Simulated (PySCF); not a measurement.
# Levels of Gd⁵⁹⁺ from EOM-EA-GCCSD

Reference: closed-shell Gd⁶⁰⁺, [He] 2s2; one electron is added. Calculated with PySCF 2.14, two-component X2C-1e with screened spin-orbit coupling, an even-tempered Gaussian basis (17 s from 10 bohr⁻², ratio 2.6; 13 p from 13 bohr⁻², ratio 2.6; 7 d from 14 bohr⁻², ratio 2.8; 4 f from 260 bohr⁻², ratio 2.8); frozen nothing; the 32 highest virtual spinors dropped; of the others 50 kept and the rest restored at second order. No Breit or QED terms. Binding energies in eV.

```
level  Koopmans  second order  EOM-CCSD
2p1/2   13533.4       13532.3   13528.6
2p3/2   12764.3       12765.1   12764.9
```

For comparison, the ionisation energy of Gd⁵⁹⁺ is 13521 ± 7 eV (theoretical estimate listed by NIST; NIST Atomic Spectra Database, ionization energies).

Only part of the computed levels is shown.
